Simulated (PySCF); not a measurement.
Start geometry of `OB(O)Br` from GFN2-xTB (Å):
```
atom  x, y, z in Å
O1     1.2957    0.4809    0.0143
B2    -0.0354    0.2241   -0.0077
O3    -0.5105   -1.0335   -0.0107
Br4   -1.1728    1.7257   -0.0413
H5     1.8839   -0.2361    0.0165
H6    -1.4368   -1.1910   -0.0158
```

What comes out of this run: PySCF, PBE0-D3(BJ)/def2-SVP geometry optimisation, gas phase?

```
atom  x, y, z in Å
O1     1.0693    0.3897   -0.8024
B2    -0.0439    0.2142   -0.0695
O3    -0.2986   -0.9552    0.5606
Br4   -1.2822    1.6981    0.0593
H5     1.6148   -0.4058   -0.8172
H6    -1.1306   -0.9571    1.0436
```

The energy falls by 0.121 eV over 7 energy and gradient evaluations, the largest force component goes from 0.0353 to 1.6e-04 Eh/bohr, and the atoms move by 0.060 Å rms after alignment. The bond that changes most is B2–Br4 (ends: three-coordinate boron; bromine bonded to B), which lengthens by 0.053 Å. Bonds longer at the end by more than 0.005 Å: 4 of 5; shorter: 1. Among the angles that change most is B2–O3–H6, from 120.3° to 113.5°. Rotational constants go from 10134, 2995, 2312 to 10261, 2871, 2243 MHz. The orientation of the end geometry is arbitrary; only internal coordinates are fixed.

The run used 84 basis functions and 48 SCF cycles in all.

PBE0-D3(BJ)/def2-SVP frequencies: not computed here. The numbers are those of one conformer.
